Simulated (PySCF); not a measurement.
# S⁺ (sulfur, charge +1) across methods

[Ne] 3s2 3p2 4s1, high-spin 4P determinant (an excited configuration). Calculation: PySCF 2.14, in aug-cc-pV(T+d)Z; the non-relativistic Hamiltonian (point nucleus). The B2PLYP total includes its PT2 part (frozen core); its orbital energies are those of the SCF part.

| method | E (hartree) | mean ε 3s β (eV) | mean ε 3p α (eV) | mean ε 4s α (eV) | Σ⟨r²⟩ (bohr²) | ⟨S²⟩ |
| --- | --- | --- | --- | --- | --- | --- |
| M06-L | -397.2070 | -31.085 | -22.674 | -7.536 | 36.68 | 3.754 |
| UHF | -396.67737 | -35.071 | -28.108 | -9.328 | 36.80 | 3.761 |
| B2PLYP | -397.1245 | -33.246 | -25.172 | -8.512 | 35.46 | 3.755 |

Problem. Estimate the same row for wB97X-V.

Solution. E (hartree) = -397.1689; mean ε 3s β (eV) = -34.527; mean ε 3p α (eV) = -25.929; mean ε 4s α (eV) = -9.472; Σ⟨r²⟩ (bohr²) = 34.58; ⟨S²⟩ = 3.753.

The outer electron is Rydberg-like, and this basis confines it to a smaller radius and binds it less than a complete one would.
